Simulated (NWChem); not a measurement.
LaCl3, triplet; SMILES of the neutral closed-shell parent [Cl][La]([Cl])[Cl]

```xyz
4

La    -0.1270     0.1257     0.3968
Cl    -2.4252    -1.3085     0.0613
Cl    -0.0455     2.7807    -0.2323
Cl     2.1126    -1.0944     1.3679
```
Atoms are numbered in this order, from 1.

Level: PBE0/def2-SVP with def2 effective core potentials on La, spin-unrestricted (NWChem), optimised geometry, unscaled harmonic frequencies. This spin state was assumed; another may lie lower. def2 effective core potentials on La; no spin-orbit coupling.

```json
[
 {"frequency (cm⁻¹)": "37", "IR intensity (km/mol)": "2.4"},
 {"frequency (cm⁻¹)": "37", "IR intensity (km/mol)": "0.6"},
 {"frequency (cm⁻¹)": "38", "IR intensity (km/mol)": "0.8"},
 {"frequency (cm⁻¹)": "162", "IR intensity (km/mol)": "113.4"},
 {"frequency (cm⁻¹)": "163", "IR intensity (km/mol)": "110.6"},
 {"frequency (cm⁻¹)": "251", "IR intensity (km/mol)": "0.0"}
]
```

```yaml
zero_point_energy: 1.0 kcal/mol
thermal correction to the enthalpy at 298.15 K (with zero-point energy): 6.1 kcal/mol
heat capacity Cv: 17.4 cal/(mol K)
"entropy at 298.15 K and 1 atm (symmetry number 1, electronic part: spin degeneracy alone)": 97.6 cal/(mol K)
```

Rigid rotor and harmonic oscillator; modes under 100 cm⁻¹ make the entropy uncertain.
